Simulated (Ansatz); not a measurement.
```yaml
crystal:
  periodic: [false, false, false]
  atoms:
    - {symbol: C, position_ang: [-1.727028, -0.279117, 0.351832]}
    - {symbol: O, position_ang: [-0.833789, -0.306949, 1.302527]}
    - {symbol: C, position_ang: [0.332766, -0.100293, 0.946625]}
    - {symbol: N, position_ang: [0.670130, 0.106903, -0.126835]}
    - {symbol: Ga, position_ang: [1.890544, 0.431119, -1.212406]}
    - {symbol: H, position_ang: [-2.606435, -0.461555, 0.794095]}
    - {symbol: H, position_ang: [-1.741221, 0.619295, -0.098016]}
    - {symbol: H, position_ang: [-1.531896, -0.979794, -0.341479]}
    - {symbol: H, position_ang: [0.920399, -0.147627, 1.763979]}
    - {symbol: H, position_ang: [2.149577, 1.814305, -1.498943]}
    - {symbol: H, position_ang: [2.476934, -0.696289, -1.881380]}
basis:
  gaussian: {orbitals: def2-TZVPP}
total_charge: 3
magnetization: {spin_polarized: true, initial_magnetization: 1}
hamiltonian: {xc: {name: PBE0-DH}}
output: {forces: true}
```

```sh
$ ansatz run in.yaml --threads 4 --pin off --events-out ev --progress --plain --max-ram 10444MiB
```

Output, abridged:

```
Functional definition: PBE0-DH
1550 factors; integrals over basis functions are off by at most 9.5e-4 eV
mean field evaluation 1: about -57961.8560 eV, gradient 9.9e1 eV
mean field evaluation 2: about -57962.1191 eV, gradient 9.8e1 eV
mean field evaluation 4: about -58001.7279 eV, gradient 5.4e1 eV
mean field evaluation 8: about -58016.0867 eV, gradient 3.0e0 eV
mean field evaluation 16: about -58017.1088 eV, gradient 2.5e0 eV
mean field evaluation 32: about -58008.3810 eV, gradient 3.6e1 eV
mean field evaluation 64: about -58018.7426 eV, gradient 7.7e-6 eV
mean field -58018.74259735 eV, -2132.1494639366 hartree, gradient 7.7e-6 eV, S^2 1.767889; 8 other end points of the search recorded, 0 dependent functions left out
13 core orbitals not correlated: weight in the atoms' cores, before any rotation towards them, 1.000 or more for the frozen orbitals, at most 0.000 for the correlated occupied ones
reference -58018.74261940 eV, -2132.1494647467 hartree; 18, 17 occupied and 225, 226 virtual orbitals, 1550 factors
second order -29.27000294 eV of doubles, -0.00000000 eV of singles
Total energy: -58022.40136977 eV, -2132.2839213428 hartree
Atom 0 at    -1.727028    -0.279117     0.351832 Å, force    -2.340205    -0.818876     3.360186 eV/Å
Atom 1 at    -0.833789    -0.306949     1.302527 Å, force    -3.705731    -0.937079     2.976106 eV/Å
Atom 2 at     0.332766    -0.100293     0.946625 Å, force    -0.682453    -1.221679     7.454490 eV/Å
Atom 3 at     0.670130     0.106903    -0.126835 Å, force    -0.668745     0.711593    -5.252980 eV/Å
Atom 4 at     1.890544     0.431119    -1.212406 Å, force     3.349607     0.918175    -3.176051 eV/Å
Atom 5 at    -2.606435    -0.461555     0.794095 Å, force    -3.744146    -0.696824     1.361207 eV/Å
Atom 6 at    -1.741221     0.619295    -0.098016 Å, force    -0.013168     4.287542    -2.754622 eV/Å
Atom 7 at    -1.531896    -0.979794    -0.341479 Å, force     0.960942    -3.151361    -3.887332 eV/Å
Atom 8 at     0.920399    -0.147627     1.763979 Å, force     3.571356    -0.022475     3.224506 eV/Å
Atom 9 at     2.149577     1.814305    -1.498943 Å, force     1.240610     3.501695    -1.190312 eV/Å
Atom 10 at     2.476934    -0.696289    -1.881380 Å, force     2.031933    -2.570710    -2.115198 eV/Å
Dipole moment:    -0.543845    -0.102939     0.210709 e Å
```

Task: Something in this input is off. What?

Result: The charge is far from anything that the molecule holds. Self-consistency was reached. The result belongs to that input, not to the molecule as meant.
